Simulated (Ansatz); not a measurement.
A geometry relaxed with PBE0-D4/def2-TZVP run with Ansatz (a quantum-chemistry and plane-wave program), charge 0, multiplicity 1:

```xyz
13

H      1.7907    -0.5316    -1.1174
H     -1.2788    -1.7276    -0.4988
H      2.1485    -0.1070     0.5307
H     -1.1716    -1.3951     1.2034
C     -0.1638     1.5556    -0.1422
H     -0.5578     1.9497     0.8047
C     -1.2610    -0.9042     0.2251
H      0.7510     2.1035    -0.3782
H      1.4694    -1.7118     0.1606
H     -2.2225    -0.3876     0.1914
C      1.4246    -0.6491    -0.0878
B     -0.0004     0.0015    -0.0040
H     -0.9282     1.8037    -0.8875
```

Task: Write the SMILES of this molecule.

Result: `CB(C)C`
